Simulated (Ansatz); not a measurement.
Basis sets compared for GeMe3(OiPr) (C₆H₁₆GeO). Charge 0, multiplicity 1. Geometry PBE-D4/def2-SVP. Ansatz on 2 threads of AMD EPYC 7R13 on a shared host and a share (18 GiB) of an NVIDIA H100 80GB HBM3; times are rough, and most runs start from earlier orbitals.

Cartesian coordinates in Å:
```
Ge 0.589 1.073 -0.115
C 2.043 0.428 1.044
H 1.646 -0.103 1.931
H 2.648 1.288 1.398
H 2.707 -0.261 0.486
C 1.252 1.991 -1.711
H 1.727 2.956 -1.443
H 0.411 2.190 -2.404
H 1.996 1.360 -2.236
C -0.677 2.215 0.870
H -1.605 2.341 0.277
H -0.233 3.216 1.047
H -0.945 1.772 1.849
O -0.287 -0.358 -0.818
C -0.520 -1.560 -0.096
C -0.921 -2.623 -1.118
C -1.587 -1.378 0.989
H 0.424 -1.901 0.403
H -1.855 -2.318 -1.634
H -1.089 -3.608 -0.636
H -0.130 -2.734 -1.886
H -1.264 -0.646 1.757
H -2.529 -1.004 0.537
H -1.802 -2.335 1.509
```

Binding counts from free atoms (Ge triplet, C triplet, H doublet, O triplet) in the same basis, without a counterpoise term.

```
           level  functions  energy (Eh)  HOMO (eV)  LUMO (eV)  binding per atom (eV)  wall time
 PBE-D4/def2-SVP        210   -2389.3249      -5.51       0.45                   4.06        2 s
PBE0-D4/def2-SVP        210   -2389.4335      -7.07       1.29                   4.02      1.8 s
```

**Question.** Estimate the rows for PBE-D4/def2-TZVP (with forces), PBE0-D4/def2-TZVP (with forces).

**Answer.** 
| level | functions | energy (Eh) | HOMO (eV) | LUMO (eV) | binding per atom (eV) | wall time |
| --- | --- | --- | --- | --- | --- | --- |
| PBE-D4/def2-TZVP (with forces) | 361 | -2389.9398 | -5.68 | -0.05 | 4.03 | 2.4 s |
| PBE0-D4/def2-TZVP (with forces) | 361 | -2390.0392 | -7.17 | 0.74 | 3.99 | 5.5 s |
